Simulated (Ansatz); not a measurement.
C2H6OSi can be A, `CC1O[SiH2]1`, or B, `C[SiH2]C=O`.

Calculated with Ansatz (gas phase, PBE0-D4/def2-TZVP geometries, no zero-point term in ΔE). CCSD(T)/CBS adds triple-zeta CCSD(T) − MP2 to the extrapolated MP2 energy (def2 sets, frozen cores). DFT in def2-TZVPP. B3LYP here is the variant with VWN-RPA as its local correlation; programs differ in this. One conformer a species, not always the lowest.

(1) Which is lower in electronic energy at CCSD(T)/CBS, and by how much? (An estimate is asked.)

(2) Give E(B) − E(A) in kJ/mol with LDA (SPW92), ωB97M-V, CCSD/def2-TZVPP, PBE0-D4, CCSD(T)/def2-SVP, B3LYP-D4, r2SCAN-D4. (Estimate.)

(3) Does the order hold for the free energy at 298.15 K (harmonic terms from PBE0-D4)? (Best estimate.)

Largest T1 diagnostic: 0.014.

Answers

(1) The calculation gave: B, by 1.4 kJ/mol. So small a gap doesn't settle the order.

(2) Computed: LDA (SPW92) 22.8, ωB97M-V -4.0, CCSD/def2-TZVPP -7.4, PBE0-D4 0.6, CCSD(T)/def2-SVP -26.7, B3LYP-D4 -12.7, r2SCAN-D4 1.7. The order is the other way round with LDA (SPW92), PBE0-D4, r2SCAN-D4.

(3) Ansatz gave: Yes: G(B) − G(A) = -17.0 kJ/mol, for one conformer each.

At CCSD(T), def2-SVP lies −25.3 kJ/mol from the extrapolated value and def2-TZVPP −4.3 kJ/mol. Leaving LDA and LC-ωPBE aside and taking each functional with its dispersion term where it has one, the values, not all of them listed here, spread over 22.6 kJ/mol, from BLYP-D4 to PBE-QIDH. LDA lies +25.8 kJ/mol from PBE without D4.
